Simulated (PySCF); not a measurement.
CaCl, SMILES [Cl][Ca], multiplicity 2. Atoms are numbered in the order given.

```xyz
2

Ca     0.0000     0.0000    -1.1157
Cl     0.0000     0.0000     1.3126
```
Charge 0, spin multiplicity 2.

Geometry optimised at PBE-D3(BJ)/def2-TZVPD. The spin state was assumed, not searched.

These are PBE-D3(BJ)/def2-TZVPD run with PySCF values and carry that method's errors.

Frequencies are harmonic and unscaled.

```tsv
mode	ν (cm⁻¹)	IR (km/mol)	moving atoms (share of kinetic energy)
1	365	53.8	Cl 53 %, Ca 47 %
```
